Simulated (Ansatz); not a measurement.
Relaxation of the cluster Al₅F₃⁺ with UKS PBE-D4/def2-SVP.

```sh
$ ansatz run in.yaml --threads 4 --pin off --events-out ev --progress --plain --max-ram 8704MiB
```

```yaml
crystal:
  periodic: [false, false, false]
  atoms:
    - {symbol: Al, position_ang: [-1.804080, -0.820390, 0.899830]}
    - {symbol: Al, position_ang: [-0.624820, 0.829590, -1.043010]}
    - {symbol: Al, position_ang: [0.557490, -1.713760, -1.228250]}
    - {symbol: Al, position_ang: [2.091370, 0.440540, -0.423860]}
    - {symbol: Al, position_ang: [-0.275830, 1.345410, 1.695880]}
    - {symbol: F, position_ang: [-1.351890, -1.505460, -0.874910]}
    - {symbol: F, position_ang: [1.063050, 1.890290, 0.385450]}
    - {symbol: F, position_ang: [0.344710, -0.466230, 0.588880]}
basis:
  gaussian: {orbitals: def2-SVP}
total_charge: 1
magnetization: {spin_polarized: true, initial_magnetization: 1}
hamiltonian: {xc: pbe, dispersion: d4}
scf: {lower_state_search: "off"}
output: {orbitals: {seedname: orbitals}}
relax: {f_tol: 0.02, max_steps: 100}
```

It took 41 s on 4 threads of Intel Xeon 6975P-C on a shared host.

Positions (Å) and forces (eV/Å) at steps 1, 2, 3, 4, 5, 6, 7, 8, 9, 10, 11, 12, 13, 14, 15, 16, 17, 18, 19, 20, 21, 22, 23, 24, 25, 26, 27, 28, 31 of 31:

```xyz
8
step=1 energy=-41090.1376 eV
Al   -1.804   -0.820    0.900   -1.089   -0.373    0.201
Al   -0.625    0.830   -1.043   -0.636    0.846   -1.078
Al    0.557   -1.714   -1.228    0.064   -0.804   -0.838
Al    2.091    0.441   -0.424    0.994    0.489   -0.354
Al   -0.276    1.345    1.696   -0.175    0.932    0.691
F    -1.352   -1.505   -0.875    0.122   -0.247    0.247
F     1.063    1.890    0.385    0.194   -0.151    0.272
F     0.345   -0.466    0.589    0.524   -0.691    0.859
8
step=2 energy=-41090.5691 eV
Al   -1.881   -0.857    0.916   -0.448   -0.219   -0.092
Al   -0.677    0.899   -1.133   -0.267    0.346   -0.441
Al    0.559   -1.782   -1.287   -0.159   -0.344   -0.367
Al    2.169    0.479   -0.441    0.359    0.372   -0.099
Al   -0.280    1.415    1.751    0.032    0.491    0.186
F    -1.333   -1.556   -0.832    0.071   -0.182    0.158
F     1.101    1.866    0.438    0.141   -0.091    0.186
F     0.343   -0.465    0.587    0.271   -0.373    0.468
8
step=3 energy=-41090.7345 eV
Al   -1.975   -0.969    0.800   -0.110    0.487    0.611
Al   -0.726    0.960   -1.210    0.004    0.007    0.006
Al    0.407   -1.886   -1.364    0.748    0.135   -0.198
Al    2.225    0.662   -0.407    0.194   -0.553   -0.419
Al   -0.188    1.580    1.743   -0.595   -0.240    0.281
F    -1.339   -1.733   -0.764   -0.444   -0.481   -0.289
F     1.230    1.882    0.577    0.295    0.552    0.125
F     0.367   -0.496    0.625   -0.092    0.092   -0.116
8
step=4 energy=-41090.8763 eV
Al   -1.972   -0.855    0.789    0.084   -0.095   -0.008
Al   -0.707    0.943   -1.187   -0.043    0.101   -0.125
Al    0.429   -1.796   -1.451   -0.056    0.029    0.102
Al    2.165    0.633   -0.499   -0.100   -0.021    0.123
Al   -0.294    1.604    1.683    0.121   -0.016   -0.040
F    -1.309   -1.903   -0.664   -0.012   -0.097   -0.007
F     1.348    1.847    0.729    0.053    0.013    0.051
F     0.340   -0.474    0.599   -0.047    0.086   -0.097
8
step=5 energy=-41090.8968 eV
Al   -1.995   -0.881    0.753    0.356   -0.180   -0.201
Al   -0.742    1.001   -1.248   -0.072    0.094   -0.119
Al    0.388   -1.780   -1.494   -0.267   -0.006    0.283
Al    2.148    0.660   -0.505   -0.231    0.076    0.340
Al   -0.285    1.675    1.654    0.334   -0.106   -0.155
F    -1.287   -2.080   -0.579    0.129    0.219    0.033
F     1.477    1.828    0.871   -0.162   -0.174   -0.097
F     0.296   -0.423    0.548   -0.087    0.078   -0.083
8
step=6 energy=-41090.8857 eV rejected
Al   -1.935   -0.924    0.807    0.132   -0.105   -0.327
Al   -0.781    1.060   -1.316    0.072   -0.112    0.128
Al    0.427   -1.773   -1.426   -0.369   -0.035    0.005
Al    2.137    0.584   -0.449   -0.108    0.289    0.140
Al   -0.258    1.626    1.677    0.210    0.098   -0.215
F    -1.313   -2.062   -0.623    0.264    0.299    0.183
F     1.468    1.861    0.835   -0.207   -0.339   -0.055
F     0.255   -0.371    0.494    0.007   -0.095    0.141
8
step=7 energy=-41090.9401 eV
Al   -1.952   -0.892    0.751    0.174    0.018   -0.071
Al   -0.762    1.028   -1.282    0.022   -0.027    0.037
Al    0.376   -1.776   -1.468   -0.078    0.064    0.066
Al    2.127    0.648   -0.472   -0.145   -0.011    0.085
Al   -0.265    1.656    1.644    0.063   -0.048   -0.106
F    -1.286   -2.074   -0.581    0.056    0.043    0.023
F     1.471    1.827    0.868   -0.038   -0.067   -0.007
F     0.291   -0.416    0.541   -0.054    0.029   -0.027
8
step=8 energy=-41090.9534 eV
Al   -1.855   -0.870    0.758   -0.088   -0.102    0.081
Al   -0.776    1.045   -1.305   -0.072    0.095   -0.112
Al    0.358   -1.757   -1.512   -0.021   -0.117   -0.180
Al    2.060    0.588   -0.434    0.181    0.034    0.017
Al   -0.285    1.689    1.616   -0.039    0.188    0.075
F    -1.259   -2.081   -0.570    0.034   -0.012    0.023
F     1.467    1.807    0.888    0.015   -0.033    0.017
F     0.290   -0.422    0.561   -0.011   -0.053    0.079
8
step=9 energy=-41090.9958 eV
Al   -1.752   -0.877    0.772    0.041   -0.066   -0.023
Al   -0.804    1.084   -1.350    0.039   -0.061    0.093
Al    0.303   -1.744   -1.620   -0.064   -0.075   -0.212
Al    2.008    0.527   -0.371    0.036    0.020    0.060
Al   -0.312    1.791    1.570   -0.070    0.232    0.026
F    -1.216   -2.134   -0.535    0.041    0.067    0.029
F     1.491    1.777    0.950   -0.008   -0.065   -0.051
F     0.282   -0.425    0.585   -0.014   -0.052    0.078
8
step=10 energy=-41091.1040 eV
Al   -1.617   -0.900    0.805   -0.081   -0.133   -0.098
Al   -0.806    1.083   -1.341   -0.009    0.007    0.030
Al    0.236   -1.748   -1.785   -0.078   -0.117   -0.263
Al    1.951    0.424   -0.270   -0.004    0.072    0.110
Al   -0.348    1.952    1.533   -0.082    0.320    0.056
F    -1.180   -2.144   -0.554    0.065    0.132    0.100
F     1.472    1.783    0.958   -0.008   -0.151   -0.105
F     0.291   -0.450    0.654    0.197   -0.130    0.170
8
step=11 energy=-41091.2505 eV
Al   -1.511   -0.931    0.824   -0.213   -0.157   -0.319
Al   -0.812    1.090   -1.335   -0.041    0.014    0.020
Al    0.154   -1.757   -1.961   -0.118   -0.158   -0.212
Al    1.901    0.337   -0.173   -0.116    0.194    0.160
Al   -0.377    2.140    1.495   -0.023    0.323    0.086
F    -1.129   -2.151   -0.570    0.068    0.139    0.175
F     1.445    1.783    0.963    0.007   -0.234   -0.128
F     0.329   -0.512    0.759    0.437   -0.120    0.217
8
step=12 energy=-41091.4198 eV
Al   -1.449   -0.954    0.779   -0.045    0.095   -0.382
Al   -0.823    1.105   -1.327    0.021   -0.071    0.147
Al    0.057   -1.786   -2.115   -0.182    0.026    0.012
Al    1.846    0.303   -0.095   -0.336    0.157    0.058
Al   -0.388    2.334    1.473    0.143    0.080   -0.152
F    -1.067   -2.182   -0.559    0.114   -0.087    0.033
F     1.426    1.767    0.981   -0.044   -0.087    0.064
F     0.396   -0.588    0.863    0.330   -0.114    0.221
8
step=13 energy=-41091.5844 eV
Al   -1.397   -0.958    0.681    0.142    0.233   -0.183
Al   -0.852    1.129   -1.325    0.110   -0.185    0.197
Al   -0.064   -1.795   -2.239   -0.201    0.101    0.194
Al    1.751    0.308   -0.038   -0.324   -0.055   -0.160
Al   -0.362    2.517    1.411    0.205   -0.048   -0.223
F    -0.971   -2.264   -0.525    0.145   -0.163   -0.225
F     1.428    1.732    1.060   -0.133    0.220    0.271
F     0.466   -0.669    0.975    0.056   -0.103    0.129
8
step=14 energy=-41091.6793 eV
Al   -1.355   -1.019    0.638    0.047    0.213   -0.100
Al   -0.866    1.106   -1.287    0.084   -0.196    0.148
Al   -0.151   -1.791   -2.314   -0.172    0.076    0.200
Al    1.678    0.332    0.015   -0.179   -0.053   -0.168
Al   -0.299    2.687    1.327    0.156   -0.065   -0.166
F    -0.930   -2.336   -0.565    0.164   -0.064   -0.214
F     1.434    1.751    1.147   -0.138    0.163    0.237
F     0.489   -0.730    1.038    0.040   -0.074    0.064
8
step=15 energy=-41091.7448 eV
Al   -1.327   -1.058    0.605    0.342    0.137    0.043
Al   -0.862    1.044   -1.246   -0.005   -0.007    0.005
Al   -0.274   -1.774   -2.369   -0.057   -0.056    0.064
Al    1.633    0.372    0.056   -0.293   -0.094    0.193
Al   -0.241    2.835    1.213    0.213   -0.081   -0.007
F    -0.874   -2.377   -0.611    0.057   -0.045   -0.120
F     1.415    1.758    1.266   -0.163    0.068   -0.003
F     0.530   -0.800    1.084   -0.095    0.078   -0.176
8
step=16 energy=-41091.7774 eV
Al   -1.199   -1.066    0.588   -0.413   -0.073   -0.293
Al   -0.877    1.018   -1.249    0.122   -0.008    0.084
Al   -0.409   -1.809   -2.462   -0.031    0.037    0.106
Al    1.518    0.372    0.145    0.047    0.518   -0.262
Al   -0.155    2.991    1.130    0.134   -0.187   -0.053
F    -0.788   -2.401   -0.658    0.003    0.052    0.033
F     1.349    1.751    1.381   -0.098   -0.005   -0.084
F     0.562   -0.856    1.126    0.235   -0.334    0.468
8
step=17 energy=-41091.8092 eV
Al   -1.201   -1.083    0.555    0.046    0.018   -0.045
Al   -0.867    1.022   -1.246    0.068   -0.017    0.029
Al   -0.449   -1.828   -2.467    0.005    0.041    0.030
Al    1.483    0.431    0.150   -0.110   -0.097   -0.108
Al   -0.110    3.020    1.110   -0.033   -0.025   -0.014
F    -0.778   -2.430   -0.663   -0.028    0.012    0.004
F     1.335    1.756    1.420    0.014    0.080    0.056
F     0.587   -0.888    1.141    0.038   -0.013    0.049
8
step=18 energy=-41091.8190 eV
Al   -1.175   -1.063    0.557    0.015    0.007   -0.052
Al   -0.847    1.029   -1.254    0.013   -0.056    0.020
Al   -0.443   -1.794   -2.458    0.007    0.053    0.013
Al    1.440    0.410    0.140   -0.020   -0.051   -0.036
Al   -0.134    2.994    1.099   -0.038    0.012   -0.014
F    -0.784   -2.417   -0.660   -0.024    0.015    0.030
F     1.336    1.756    1.397    0.026    0.011    0.028
F     0.607   -0.914    1.179    0.021    0.008    0.009
8
step=19 energy=-41091.8330 eV
Al   -1.163   -1.036    0.570    0.001   -0.001   -0.090
Al   -0.841    1.006   -1.256    0.063   -0.106    0.060
Al   -0.400   -1.717   -2.424   -0.033    0.136    0.099
Al    1.426    0.373    0.122   -0.035    0.023   -0.002
Al   -0.174    2.942    1.084   -0.046    0.002   -0.066
F    -0.814   -2.387   -0.651    0.011   -0.015    0.021
F     1.342    1.750    1.350    0.039   -0.059    0.002
F     0.623   -0.931    1.205    0.000    0.021   -0.023
8
step=20 energy=-41091.8580 eV
Al   -1.144   -1.033    0.583   -0.103   -0.038   -0.061
Al   -0.816    0.974   -1.234   -0.027    0.061    0.023
Al   -0.390   -1.569   -2.370   -0.003    0.009    0.106
Al    1.401    0.326    0.117    0.035    0.050    0.011
Al   -0.204    2.893    1.006   -0.082    0.073   -0.063
F    -0.807   -2.367   -0.645    0.015   -0.050   -0.044
F     1.326    1.731    1.306    0.102   -0.114    0.013
F     0.632   -0.956    1.237    0.062    0.008    0.015
8
step=21 energy=-41091.8678 eV
Al   -1.158   -1.085    0.573   -0.125    0.056    0.073
Al   -0.844    0.998   -1.189   -0.052    0.034    0.011
Al   -0.352   -1.475   -2.297    0.049   -0.121    0.020
Al    1.381    0.311    0.108   -0.060    0.000    0.075
Al   -0.175    2.927    0.931   -0.016    0.085    0.029
F    -0.796   -2.414   -0.649    0.046    0.028   -0.145
F     1.320    1.711    1.299    0.041   -0.102   -0.073
F     0.623   -0.974    1.225    0.117    0.019    0.010
8
step=22 energy=-41091.8830 eV
Al   -1.188   -1.123    0.578   -0.076    0.035    0.067
Al   -0.911    1.004   -1.150   -0.066   -0.037   -0.067
Al   -0.271   -1.452   -2.272    0.010   -0.042    0.077
Al    1.332    0.298    0.086   -0.061   -0.054    0.152
Al   -0.121    2.988    0.920    0.027    0.046    0.046
F    -0.779   -2.428   -0.665    0.068    0.068   -0.136
F     1.334    1.696    1.275    0.004   -0.062   -0.100
F     0.604   -0.983    1.226    0.094    0.046   -0.040
8
step=23 energy=-41091.9140 eV
Al   -1.249   -1.198    0.606    0.029   -0.030   -0.101
Al   -1.065    0.985   -1.124    0.027   -0.089   -0.036
Al   -0.113   -1.357   -2.207   -0.115    0.013    0.252
Al    1.218    0.244    0.051   -0.101   -0.035    0.244
Al   -0.010    3.089    0.910    0.097   -0.057    0.025
F    -0.714   -2.424   -0.696    0.099    0.144   -0.108
F     1.375    1.661    1.203   -0.087   -0.034   -0.171
F     0.559   -1.001    1.258    0.051    0.087   -0.106
8
step=24 energy=-41091.9391 eV
Al   -1.293   -1.273    0.602    0.085   -0.066   -0.183
Al   -1.174    0.976   -1.079   -0.017   -0.113   -0.098
Al   -0.009   -1.223   -2.116   -0.269   -0.030    0.234
Al    1.100    0.179    0.031    0.098    0.184    0.445
Al    0.088    3.158    0.869    0.153   -0.238   -0.028
F    -0.618   -2.428   -0.721    0.083    0.224   -0.078
F     1.397    1.626    1.112   -0.134    0.005   -0.187
F     0.508   -1.015    1.302    0.002    0.033   -0.104
8
step=25 energy=-41091.9646 eV
Al   -1.286   -1.280    0.583   -0.029   -0.041   -0.051
Al   -1.194    0.973   -1.065    0.008   -0.082   -0.061
Al   -0.045   -1.174   -2.109   -0.113   -0.056    0.149
Al    1.098    0.169    0.063    0.022    0.031    0.199
Al    0.101    3.110    0.812    0.047    0.043    0.037
F    -0.571   -2.413   -0.729    0.048    0.093   -0.100
F     1.406    1.624    1.112   -0.022   -0.010   -0.086
F     0.491   -1.009    1.334    0.039    0.022   -0.087
8
step=26 energy=-41091.9718 eV
Al   -1.295   -1.323    0.576   -0.056    0.020   -0.058
Al   -1.220    0.960   -1.058    0.045   -0.066   -0.004
Al   -0.047   -1.160   -2.090   -0.077   -0.041    0.080
Al    1.083    0.191    0.090   -0.126   -0.202   -0.049
Al    0.141    3.150    0.794   -0.003    0.047    0.003
F    -0.553   -2.430   -0.748    0.056    0.056   -0.078
F     1.416    1.627    1.110    0.071    0.168    0.112
F     0.475   -1.017    1.327    0.090    0.019   -0.005
8
step=27 energy=-41091.9786 eV
Al   -1.301   -1.356    0.554   -0.064   -0.010    0.007
Al   -1.252    0.937   -1.054    0.033    0.048    0.030
Al   -0.068   -1.144   -2.089    0.007   -0.048    0.044
Al    1.042    0.192    0.110   -0.083   -0.018    0.008
Al    0.197    3.194    0.780    0.012   -0.050   -0.022
F    -0.504   -2.439   -0.762    0.014   -0.012   -0.073
F     1.429    1.637    1.116    0.010    0.065    0.018
F     0.457   -1.021    1.345    0.072    0.025   -0.011
8
step=28 energy=-41091.9819 eV
Al   -1.308   -1.403    0.541   -0.034    0.008    0.031
Al   -1.264    0.945   -1.023   -0.029    0.000   -0.020
Al   -0.075   -1.116   -2.065    0.015   -0.037   -0.041
Al    1.004    0.198    0.135   -0.011    0.042    0.083
Al    0.237    3.225    0.728    0.023   -0.048    0.000
F    -0.477   -2.459   -0.790   -0.008    0.019   -0.034
F     1.432    1.648    1.122   -0.008    0.006   -0.017
F     0.452   -1.039    1.352    0.052    0.009   -0.001
8
step=31 energy=-41091.9848 eV
Al   -1.309   -1.423    0.545   -0.008    0.000    0.008
Al   -1.286    0.933   -1.032   -0.006    0.005    0.001
Al   -0.069   -1.114   -2.067    0.008   -0.002   -0.007
Al    0.966    0.220    0.160    0.001   -0.015    0.005
Al    0.267    3.235    0.707   -0.002    0.007   -0.001
F    -0.483   -2.461   -0.811    0.002   -0.001    0.000
F     1.441    1.656    1.140    0.003    0.004    0.002
F     0.472   -1.047    1.357    0.003    0.003   -0.010
```

The structure comes from a short search, and lower isomers may exist.
